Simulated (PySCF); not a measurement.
## What builds the second ionisation energy along group 11

All values are computed (PySCF 2.14, energy differences of UHF-based or UKS calculations, no spin-orbit coupling). Each column adds one step, in eV (sums use unrounded values): valence MP2, valence CCSD, valence triples, then the next inner shell at CCSD(T) (Cu 3s 3p, Ag 4s 4p, Au 5s 5p). References (NIST) marked * lie between the lowest fine-structure levels; the others compare directly ((s) semi-empirical, (t) theoretical).

```csv
element,UHF,+ MP2,+ CCSD,+ (T),+ inner shell,sum,reference
"Cu [Ar] 3d10 → [Ar] 3d9 (x2c-TZVPPall, spin-free X2C)",17.179,3.544,-0.997,0.187,0.148,20.061,20.292 *
"Ag [Kr] 4d10 → [Kr] 4d9 (x2c-TZVPPall, spin-free X2C)",19.710,2.025,-0.386,0.096,-0.081,21.364,21.484 *
"Au [Xe] 4f14 5d10 → [Xe] 4f14 5d9 (x2c-TZVPPall, spin-free X2C)",18.966,1.849,-0.330,0.095,-0.022,20.558,20.203 ± 0.025 *
```

What remains against the references is mostly basis incompleteness and, for starred values, spin-orbit coupling.

These are valence bases, so the inner-shell step is incomplete.
